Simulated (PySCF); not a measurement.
Isomers of CH5NSi. All species are isolated molecules in the gas phase. One relaxed conformer stands for each flexible species; it need not be the lowest. Strings in code marks are SMILES.

These are r2SCAN-D4/def2-TZVP (PySCF) values and carry that method's errors. All candidates: neutral, multiplicity 1. Delta-SCF ions had no search for a lower state. 

- HOMO = -6.32 eV
- LUMO = -1.91 eV
- vertical ionisation energy (Delta-SCF) = 9.71 eV

Task: Name which member has these values.
A) `[H]/N=[SiH]\C`
B) `[H]/N=C/[SiH3]`
C) `C=[SiH]N`
D) `NC=[SiH2]`

Result: B, `[H]/N=C/[SiH3]`. The others give `[H]/N=[SiH]\C`: -6.16 eV, -1.66 eV, 9.29 eV; `NC=[SiH2]`: -4.56 eV, -1.79 eV, 7.30 eV; `C=[SiH]N`: -4.85 eV, -0.54 eV, 7.68 eV
